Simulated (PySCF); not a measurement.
Input and output of a scripted DFT run

The script drives PySCF SCF with an in-house response code with single-precision fitted integrals, so total energies wander by about 1e-6 Eh between cycles (the fitting error itself is about 1e-3 Eh and cancels in differences); atoms count from 0. Pop asks for populations, which are stored and not printed.

Job and coordinates (Å):

```
{"job": {"kind": "nmr", "xc": "KT3", "basis": "pcSseg-2", "pop": false}, "charge": 0, "multiplicity": 1}
C     -3.873536    -3.396077    -0.515614
C     -3.898231    -2.111688     0.299767
C     -2.817851    -1.102487    -0.083091
C     -1.395028    -1.575587     0.191960
P     -0.104958    -0.257194    -0.042304
C      1.403661    -1.322180     0.170016
C      2.709743    -0.540840     0.120003
C      3.944100    -1.410620     0.323254
C      5.246367    -0.627606     0.277583
C     -0.103807    -0.107563    -1.904725
C     -0.932605     1.054867    -2.445672
C     -0.360678     2.424251    -2.102251
C     -1.213356     3.575587    -2.608878
H     -2.935230    -3.954601    -0.374591
H     -3.972034    -3.184671    -1.593029
H     -4.698621    -4.067289    -0.232847
H     -4.884392    -1.629938     0.188623
H     -3.801514    -2.352479     1.373421
H     -2.923990    -0.856795    -1.154605
H     -2.993167    -0.158648     0.461193
H     -1.312008    -1.902689     1.244072
H     -1.139092    -2.450181    -0.431980
H      1.402855    -2.127339    -0.587729
H      1.303488    -1.818124     1.151134
H      2.796493    -0.016171    -0.848881
H      2.687931     0.255362     0.884800
H      3.958291    -2.203245    -0.445658
H      3.858318    -1.936614     1.290515
H      5.378866    -0.128706    -0.695946
H      5.268226     0.155742     1.052134
H      6.119002    -1.278588     0.438499
H     -0.434476    -1.067307    -2.338998
H      0.948287     0.025161    -2.211015
H     -1.014105     0.959974    -3.543294
H     -1.967299     0.990523    -2.065399
H     -0.241641     2.496179    -1.007451
H      0.659246     2.501444    -2.519994
H     -2.224205     3.545074    -2.171116
H     -1.329694     3.539325    -3.704334
H     -0.771986     4.551011    -2.354082
```

Command:

```bash
OMP_NUM_THREADS=2 python large_run.py task.json out
```

Task: What does the program print?

Result: 
```
start: PBE on a coarse grid of 29789 points
cycle   1  E = -813.9568445170  dE =  4.146e-01  |g| = 1.003e+00  |ddm| = 4.056e+00
cycle   2  E = -813.4966894092  dE =  4.602e-01  |g| = 1.631e+00  |ddm| = 2.207e+00
cycle   3  E = -814.2325925054  dE = -7.359e-01  |g| = 1.163e-01  |ddm| = 1.540e+00
cycle   4  E = -814.2350822652  dE = -2.490e-03  |g| = 6.343e-02  |ddm| = 2.312e-01
cycle   5  E = -814.2360513548  dE = -9.691e-04  |g| = 1.957e-02  |ddm| = 8.731e-02
cycle   6  E = -814.2361364702  dE = -8.512e-05  |g| = 7.713e-03  |ddm| = 2.333e-02
final grid: 261939 points
cycle   7  E = -825.4376715494  dE = -5.260e-02  |g| = 1.524e-01  |ddm| = 2.172e+00
cycle   8  E = -825.4379379501  dE = -2.664e-04  |g| = 9.069e-02  |ddm| = 1.858e-01
cycle   9  E = -825.4386047844  dE = -6.668e-04  |g| = 3.757e-02  |ddm| = 1.344e-01
cycle  10  E = -825.4390104447  dE = -4.057e-04  |g| = 4.971e-03  |ddm| = 5.568e-02
cycle  11  E = -825.4390126835  dE = -2.239e-06  |g| = 2.234e-03  |ddm| = 8.512e-03
cycle  12  E = -825.4390157532  dE = -3.070e-06  |g| = 6.270e-04  |ddm| = 3.116e-03
cycle  13  E = -825.4390160897  dE = -3.366e-07  |g| = 1.335e-04  |ddm| = 8.994e-04
cycle  14  E = -825.4390158172  dE =  2.726e-07  |g| = 4.275e-05  |ddm| = 1.947e-04
converged SCF energy = -825.4390158172

GIAO shielding tensors (ppm)
atom      isotropic    diamagn.    paramagn.     s11        s22        s33       span
  0 C      165.992     238.015     -72.023    150.940    165.803    181.234     30.294
  1 C      150.750     234.979     -84.229    141.630    146.248    164.371     22.741
  2 C      147.772     255.476    -107.704    136.704    141.933    164.680     27.976
  3 C      143.063     255.509    -112.446    124.039    142.678    162.470     38.431
  4 P      369.716     978.490    -608.774    349.202    369.857    390.089     40.888
  5 C      144.614     253.851    -109.238    124.699    142.172    166.970     42.271
  6 C      146.373     254.646    -108.272    125.666    144.879    168.575     42.909
  7 C      148.836     241.084     -92.248    134.347    145.411    166.751     32.404
  8 C      163.726     233.211     -69.485    151.402    156.385    183.390     31.988
  9 C      143.497     255.048    -111.551    121.787    149.419    159.285     37.498
 10 C      145.230     246.572    -101.342    131.480    141.463    162.746     31.266
 11 C      152.137     251.882     -99.745    136.625    154.139    165.647     29.022
 12 C      163.910     233.352     -69.442    151.730    156.087    183.912     32.182
 13 H       30.134      31.142      -1.008     25.228     30.913     34.261      9.033
 14 H       30.805      28.250       2.555     26.973     29.342     36.099      9.126
 15 H       30.266      20.878       9.388     25.869     27.461     37.469     11.600
 16 H       29.571      24.951       4.620     24.291     28.640     35.782     11.491
 17 H       30.090      29.299       0.791     25.739     29.383     35.149      9.410
 18 H       29.968      39.063      -9.094     24.078     31.797     34.030      9.952
 19 H       29.548      38.645      -9.097     24.099     31.035     33.510      9.412
 20 H       30.291      39.150      -8.859     25.094     31.019     34.759      9.665
 21 H       29.820      39.714      -9.895     24.765     31.237     33.457      8.692
 22 H       30.183      38.384      -8.201     26.024     31.703     32.822      6.798
 23 H       30.101      38.637      -8.536     24.673     31.586     34.044      9.372
 24 H       30.103      40.737     -10.634     24.312     32.074     33.924      9.613
 25 H       29.963      40.081     -10.118     25.112     31.462     33.316      8.204
 26 H       30.019      30.488      -0.469     25.138     30.935     33.984      8.846
 27 H       29.973      30.789      -0.816     25.020     30.703     34.196      9.176
 28 H       30.482      27.451       3.031     26.475     29.283     35.689      9.215
 29 H       30.468      27.752       2.716     26.633     28.878     35.894      9.261
 30 H       30.139      20.390       9.749     25.663     27.437     37.317     11.654
 31 H       29.988      37.207      -7.219     27.011     29.761     33.194      6.183
 32 H       29.950      39.905      -9.954     25.014     31.469     33.369      8.355
 33 H       29.672      30.685      -1.013     24.811     29.353     34.851     10.040
 34 H       30.011      38.406      -8.396     24.266     31.823     33.943      9.677
 35 H       29.096      40.629     -11.533     23.511     30.437     33.341      9.830
 36 H       30.300      34.926      -4.626     25.107     31.180     34.611      9.504
 37 H       30.562      29.200       1.361     26.337     29.465     35.883      9.547
 38 H       30.531      24.354       6.177     26.654     28.457     36.481      9.827
 39 H       30.146      25.643       4.503     25.645     27.585     37.208     11.563
```

Task: Roughly how long does this take on 2 threads of Arm Neoverse N1 (shared host), and how large is the basis?

Result: About 90 s of wall time, peak memory 1.3 GiB; 853 basis functions and 936 fitting functions.
